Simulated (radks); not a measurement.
The numbers below are computed, except where a source is named.
Isoelectronic series with 16 electrons, each ion in its NIST ground configuration. Level of theory: scalar-relativistic Kohn-Sham, PBE, spin-unpolarised, spherical densities, point nucleus (a radial shooting solver on a logarithmic mesh with Libxc functionals). Total energies (hartree) and orbital eigenvalues (hartree):

| ion | configuration | E (hartree) | 3p | 3s | 2p |
|---|---|---|---|---|---|
| Nd44+ | [Ne] 3s2 3p4 | -7853.9063 | -130.9717 | -139.1353 | -330.7500 |
| Pm45+ | [Ne] 3s2 3p4 | -8145.0298 | -136.6152 | -145.1829 | -344.1866 |
| Sm46+ | [Ne] 3s2 3p4 | -8442.1930 | -142.3836 | -151.3757 | -357.9070 |
| Eu47+ | [Ne] 3s2 3p4 | -8745.4548 | -148.2775 | -157.7152 | -371.9126 |
| Gd48+ | [Ne] 3s2 3p4 | -9054.8761 | -154.2973 | -164.2032 | -386.2048 |
| Tb49+ | [Ne] 3s2 3p4 | -9370.5201 | -160.4438 | -170.8413 | -400.7847 |
| Dy50+ | [Ne] 3s2 3p4 | -9692.4522 | -166.7175 | -177.6312 | -415.6539 |
| Ho51+ | [Ne] 3s2 3p4 | -10020.7400 | -173.1191 | -184.5750 | -430.8138 |
| Er52+ | [Ne] 3s2 3p4 | -10355.4536 | -179.6490 | -191.6744 | -446.2658 |
